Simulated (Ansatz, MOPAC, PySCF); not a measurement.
Isomers of CHNO: 1 is N=C=O, 2 is N#CO; one conformer of each (the lowest of an xTB search), B3LYP-D3(BJ)/def2-TZVP minima.
Isomer 1 (charge 0, multiplicity 1):
```tsv
atom	x (Å)	y (Å)	z (Å)
N	-0.6559	0.2597	0.2953
C	0.4883	0.0540	-0.0388
O	1.6237	-0.0289	-0.2817
H	-1.4561	-0.2849	0.0251
```
Isomer 2 (charge 0, multiplicity 1):
```xyz
4

N      1.61828    -0.09561    -0.05161
C      0.48323     0.06509     0.07512
O     -0.77671     0.29903     0.26953
H     -1.32481    -0.26850    -0.29305
```

No zero-point or thermal terms.

Correlated levels freeze the cores. CBS: X⁻³ extrapolation of the correlation energy, Hartree–Fock from the larger set. The state that AM1 reach isn't checked.

Codes used: Ansatz (Gaussian basis) for Hartree–Fock, density functionals and correlated methods; MOPAC for AM1 (differences of heats of formation); PySCF for the dispersion terms. Each number belongs to the level named beside it.

```json
[
 {"level": "AM1", "electronic energy of isomer 2 less that of isomer 1 (kcal/mol)": "10.16"},
 {"level": "HF/cc-pVQZ", "electronic energy of isomer 2 less that of isomer 1 (kcal/mol)": "24.53"},
 {"level": "CAM-B3LYP-D3(BJ)/def2-TZVPP", "electronic energy of isomer 2 less that of isomer 1 (kcal/mol)": "27.70"},
 {"level": "B2PLYP-D4/def2-TZVPP", "electronic energy of isomer 2 less that of isomer 1 (kcal/mol)": "27.34"},
 {"level": "MP2/cc-pVTZ", "electronic energy of isomer 2 less that of isomer 1 (kcal/mol)": "25.10"},
 {"level": "MP2/CBS(cc-pVTZ, cc-pVQZ)", "electronic energy of isomer 2 less that of isomer 1 (kcal/mol)": "25.69"},
 {"level": "CCSD/cc-pVQZ", "electronic energy of isomer 2 less that of isomer 1 (kcal/mol)": "___"},
 {"level": "CCSD(T)/cc-pVTZ", "electronic energy of isomer 2 less that of isomer 1 (kcal/mol)": "___"},
 {"level": "CCSD(T)/CBS(cc-pVTZ, cc-pVQZ)", "electronic energy of isomer 2 less that of isomer 1 (kcal/mol)": "24.54"}
]
```

What belongs in the gaps?


- CCSD/cc-pVQZ, electronic energy of isomer 2 less that of isomer 1 (kcal/mol): 23.25
- CCSD(T)/cc-pVTZ, electronic energy of isomer 2 less that of isomer 1 (kcal/mol): 23.86

Ansatz is an electronic-structure program.
